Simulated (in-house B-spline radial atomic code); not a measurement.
# How G0W0 and RPA depend on the start: the iodine ion I²⁺

Configuration [Kr] 4d10 5s2 5p3, highest spin. Computed with an all-electron radial atomic-structure program (B-spline basis): all electrons, non-relativistic, point nucleus, each spin shell either full or empty, empty states to l = 9 with an (l + 1/2)⁻⁴ tail; G0W0 by contour deformation at full frequency.

Without relativity these are model numbers: it shifts the levels of so heavy an element strongly and can reorder them.

```tsv
start	mean-field 5p up (eV)	G0W0 (eV)	QP weight	RPA correlation (Eh)
Hartree-Fock	-30.16	?	?	?
LDA VWN5	-25.465	-30.37	0.917	-3.9569
PBE	-25.399	-30.38	0.916	-3.951
PBE0	-26.805	-30.51	0.935	-3.8616
r2SCAN	-25.892	-30.49	0.928	-3.8943
HSE06	-26.348	?	?	?
B3LYP (VWN-RPA)	-26.351	-30.48	0.931	-3.8807
SCAN	-25.903	-30.46	0.928	-3.8924
TPSS	-25.546	-30.43	0.919	-3.9341
BHandHLYP	-27.849	-30.61	0.946	-3.7806
CAM-B3LYP	-28.023	-30.60	0.947	-3.8394
LC-wPBE	-29.667	-30.65	0.956	-3.8355
wB97X	-29.040	-30.64	0.954	-3.8187
PBEsol	-25.416	-30.37	0.917	-3.9532
BLYP	-25.054	-30.36	0.913	-3.9526
r2SCAN0	-27.139	-30.57	0.940	-3.8244
LDA exchange-only	-24.476	-30.41	0.909	-3.9549
```

Question: What G0W0 level, weight and RPA correlation energy follow from the HSE06 start?

Answer: G0W0 level -30.49 eV, weight 0.930, RPA correlation -3.8704 hartree.

Question: What G0W0 level, weight and RPA correlation energy follow from the Hartree-Fock start?

Answer: G0W0 level -30.80 eV, weight 0.961, RPA correlation -3.6315 hartree.

Question: How much of the dependence on the start does G0W0 remove?

Answer: The mean-field levels span 5.68 eV and the G0W0 levels 0.444 eV. Against 29.57 ± 0.025 eV (NIST, measured) the G0W0 removal energies are off by +0.79 to +1.23 eV, with relativity, Breit and QED terms left out.
